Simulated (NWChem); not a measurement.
BeH2O; SMILES [BeH][OH]

```xyz
4

Be     0.0045    -0.8541     0.0001
H      0.0120    -2.1872     0.0003
O     -0.0035     0.5391    -0.0003
H     -0.0016     1.4863     0.0027
```
Atoms are numbered in this order, from 1.

Program: NWChem. Geometry optimised at PBE0/def2-SVP; all other runs use it. Pople sets run with spherical d functions. Vzz has the sign of the potential's second derivative.

```
quantity                                                               level   value
---------------------------------------------  -----------------------------  ------
first 1s excitation (eV), O K edge, unshifted        BHandHLYP/6-311G**, TDA   531.8
Vzz Be1 (a.u.)                                                 PBE0/def2-SVP  -0.163
−ε(HOMO) (eV)                                            LRC-wPBEh/def2-SVPD   10.98
vertical, lowest triplet (eV)                  Hartree-Fock/aug-cc-pVDZ, CIS     ___
dipole (D)                                                     PBE0/def2-SVP     ___
highest harmonic frequency (cm⁻¹)                              PBE0/def2-SVP     ___
```

Task: Complete the blanks.

Result: 
- vertical, lowest triplet (eV), value: 7.30
- dipole (D), value: 1.90
- highest harmonic frequency (cm⁻¹), value: 4172
